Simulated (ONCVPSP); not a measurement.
# Zn (Z = 30): one change to an ONCV potential, before and after

```
Element                 : Zn
Generator               : ONCVPSP 4.0.1
Type                    : optimised norm-conserving Vanderbilt (ONCV)
Functional              : PBE
Relativity              : scalar-relativistic
Frozen core             : [Ar]
Valence charge          : 12
Reference configuration : 3d10 4s2
Partial waves           : 4s: rc 1.85 bohr, ncon 4, nbas 7, qcut 3.7 1/bohr, 1 projector; p scattering state at 0.43 Ha: rc 1.95 bohr, ncon 3, nbas 8, qcut 4.2 1/bohr, 2 projectors, debl 2.4 Ha; 3d: rc 1.50 bohr, ncon 4, nbas 8, qcut 9.9 1/bohr, 2 projectors, debl 1.2 Ha; f scattering state at 0.21 Ha: rc 1.85 bohr, ncon 5, nbas 8, qcut 5.7 1/bohr, 3 projectors, debl 1.3 Ha
Local potential         : polynomial inside 1.45 bohr (lpopt 5, dvloc0 4 Ha)
Core correction         : Teter function, fcfact 5.5, rcfact 1.5
```

All-electron outer shells of the reference configuration (PBE, scalar-relativistic, ld1.x):

```csv
shell,level (eV),outermost node (bohr),outermost maximum (bohr)
3p,-83.40,0.25,0.59
3d,-10.14,–,0.57
4s,-5.98,0.85,2.09
```

Change: all radii but the core radius scaled by about 1.25 (s 2.30, p 2.44, d 1.88, f 2.30 bohr); local potential polynomial inside 1.80 bohr (lpopt 5, dvloc0 4 Ha). In the p channel the program set the typed energies aside and used 0.050, 2.450 Ha.

Cutoffs: the cutoffs (Ha) at which the residual kinetic energy of the hardest occupied pseudo-wave falls to 1 and 0.1 mHa per electron; they do not see the model core or the augmentation charge, which bear on the density cutoff. Errors are all-electron minus pseudo energies relative to the spin-unpolarised reference configuration.

How do hardness, ghosts and transferability respond?

The potential gets softer (42 Ha and 48 Ha → 34 Ha and 39 Ha); a bound ghost appears in s, which as a rule spoils a file; the lowest positive-energy flag moves from f at 100.7 eV to p at 50.9 eV; of the 4 tests that both files solve, the error grows in 0 and shrinks in 4 by more than 15 % and 0.3 meV (median size 17.6 → 3.4 meV). A larger radius leaves more room for a smooth pseudo-wave, so fewer plane waves are needed. That the errors move this way runs against the usual rule that smaller radii transfer better.

| quantity | base | changed |
| --- | --- | --- |
| cutoff, loose | 42 Ha | 34 Ha |
| cutoff, tight | 48 Ha | 39 Ha |
| loose cutoff by channel | s 6.3 Ha, d 42 Ha | s 5.3 Ha, d 34 Ha |
| bound ghosts | none | s |
| GHOST(+) flags under 300 eV | f at 100.7 eV | p at 50.9 eV |
| error for 3d10 4s1, meV [ΔE 9.89 eV] | +3.1 | -0.7 |
| error for 3d10 4s0, meV [ΔE 28.33 eV] | +32 | +6.1 |
| error for 3d9 4s0, meV [ΔE 68.87 eV] | +100 | +45 |
| error for 3d10 4s1 4p1, meV [ΔE 5.09 eV] | +3.6 | 0.0 |
| rms error of d²Exc/dni dnj with the model core, mHa | 0.28 | 0.42 |

 A true bound ghost makes a file unfit for plane-wave use even where its test errors are small: the radial tests pick states by their node count and pass the ghost by.
